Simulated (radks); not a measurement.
The xenon ion Xe4+, 50 electrons, occupied as [Kr] 4d10 5s2 5p2.

Calculated with a radial shooting solver on a logarithmic mesh with Libxc functionals: scalar-relativistic Kohn-Sham, SCAN, spin-unpolarised, spherical densities, finite nucleus; meta-GGA in the generalised Kohn-Sham scheme; Fermi nuclear charge, rms radius 4.7859 fm.

Energy parts (Ry):
part                        energy
total                 -14888.94591
kinetic                15657.66865
electron-nucleus      -35861.47479
Hartree                 5687.15663
exchange-correlation    -372.29640

Orbitals (lengths in bohr, moments of r in powers of bohr; <r^-3> diverges for s and p1/2; r(max) is where P^2 peaks):
| orbital | occ. | eigenvalue (Ry) | r(max) | <r^-3> |
|---|---|---|---|---|
| 1s | 2 | -2534.133 | 0.01715 | - |
| 2s | 2 | -398.6973 | 0.09685 | - |
| 2p | 6 | -357.8278 | 0.07783 | 6171 |
| 3s | 2 | -84.88521 | 0.2784 | - |
| 3p | 6 | -71.57510 | 0.2726 | 1195 |
| 3d | 10 | -51.90262 | 0.2263 | 163.9 |
| 4s | 2 | -18.32965 | 0.6615 | - |
| 4p | 6 | -14.08657 | 0.6933 | 236.5 |
| 4d | 10 | -7.87965 | 0.7467 | 25.50 |
| 5s | 2 | -4.57971 | 1.559 | - |
| 5p | 2 | -3.52224 | 1.766 | 36.12 |

The highest occupied level is 5p at -47.923 eV. For comparison, the ionisation energy in NIST's Atomic Spectra Database is 54.1 eV (semi-empirical). In exact Kohn-Sham theory the highest level is minus the ionisation energy, but local and semilocal functionals leave it too shallow, through self-interaction and a potential that decays too fast; potentials with the right tail come closer. The density falls to 0.001 e/bohr^3 at r = 3.42 bohr. The electron density at the nucleus is 2.805e+05 e/bohr^3 (large components only).

Beside tabulated values, note that spin-unpolarised runs miss the spin-polarisation part of the exchange energy of open shells.
